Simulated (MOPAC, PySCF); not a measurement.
H4AlIN2, SMILES `[NH2][Al]([NH2])[I]`, neutral singlet in the gas phase. 

Z-matrix (Å, degrees):
```
Al
N 1 1.7619
H 2 1.0072 1 123.58
H 2 1.0074 3 110.66 1 -180.00
N 1 1.7619 2 123.22 3 -180.00
H 5 1.0073 1 123.57 2 180.00
H 5 1.0074 6 110.66 1 -179.99
I 1 2.4860 2 118.39 3 0.01
```
Charge 0, spin multiplicity 1.

All levels are single points at this geometry (B3LYP-D3(BJ)/def2-TZVP); Pople sets use spherical d functions. Orbital energies aren't observables, and empty levels follow the basis.

SVWN5/6-31G* (LANL2DZ on I) in PySCF gives gap (eV) = 4.58.

Q: Estimate the gap (eV) from each of these levels: ωB97X-D3(BJ)/def2-TZVP in PySCF; B3LYP/6-311+G** (LANL2DZ on I) in PySCF; BP86/6-31G* (LANL2DZ on I) in PySCF; PBE/6-31G* (LANL2DZ on I) in PySCF; PM6 in MOPAC.

A: 
```csv
level,gap (eV)
ωB97X-D3(BJ)/def2-TZVP in PySCF,11.31
B3LYP/6-311+G** (LANL2DZ on I) in PySCF,6.20
BP86/6-31G* (LANL2DZ on I) in PySCF,4.68
PBE/6-31G* (LANL2DZ on I) in PySCF,4.62
PM6 in MOPAC,10.62
```
